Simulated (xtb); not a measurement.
H₂O₃Ti, SMILES [Ti](=[O])([OH])[OH], multiplicity 1. All values are semi-empirical tight-binding results from xtb (GFN2-xTB unless named), good for trends rather than for accurate numbers. Coordinates come from a GFN2-xTB optimisation. The spin state was assumed, not searched. Other conformers were not sampled.

Optimised geometry:

```xyz
6

Ti    -0.0021    -0.0191     0.0000
O      0.0016     1.5856     0.0000
O      0.0015    -0.7245    -1.5812
H      0.0053    -0.3369    -2.4612
O      0.0015    -0.7245     1.5812
H      0.0053    -0.3369     2.4612
```

A frequency run showed that this geometry is not a minimum.

For metal compounds this method's bond lengths and energies can be far off.

Computed properties:
- point group as xtb finds it = C2v
- orbital gap = 2.19 eV

Give the atomic charges and the Wiberg bond orders between heavy atoms. (The exact figures need the calculation; the answer reports its results.)

charges (e) Ti1 1.12, O2 -0.58, O3 -0.60, H4 0.33, O5 -0.60, H6 0.33. Bond orders Ti1–O2 2.08, Ti1–O3 1.10, Ti1–O5 1.10.
